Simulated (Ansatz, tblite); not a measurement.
Forces on the cluster Tl4Cl3⁺ at its PBE-D4/def2-SVP geometry. Charge 1, multiplicity 1.

In the def2 sets Tl takes a core potential; there is no spin–orbit coupling. The xTB rows come from tblite. Another isomer (singlet) lies 0.09 eV lower at PBE0-D4/def2-TZVP; other spin states weren't run for this one.

GFN1-xTB (tblite), largest force 0.24 eV/Å:

```xyz
7
positions Å, forces eV/Å
Tl   -1.765    0.530   -1.335    0.154   -0.036    0.045
Tl    0.739   -2.984   -1.090    0.048    0.027   -0.018
Tl    0.065   -0.334    2.243    0.044    0.018   -0.167
Tl    1.832    2.685   -0.280    0.036   -0.031   -0.026
Cl   -1.547   -1.922    0.319   -0.027    0.047    0.032
Cl   -0.753    2.189    0.905   -0.044   -0.042    0.022
Cl    1.429   -0.165   -0.762   -0.210    0.017    0.112
```

GFN2-xTB (tblite), largest force 0.50 eV/Å:

```
Tl 0.326 -0.102 0.278
Tl -0.048 0.131 0.053
Tl -0.047 0.075 -0.441
Tl -0.095 -0.109 0.019
Cl 0.201 0.225 -0.040
Cl 0.106 -0.264 -0.107
Cl -0.443 0.045 0.237
```

PBE-D4/def2-TZVP (Ansatz), largest force 0.05 eV/Å:

```
Tl -0.020 0.005 0.003
Tl -0.023 -0.007 0.008
Tl -0.021 0.004 0.016
Tl -0.019 0.016 0.011
Cl 0.018 -0.013 -0.008
Cl 0.019 0.007 -0.003
Cl 0.045 -0.011 -0.026
```
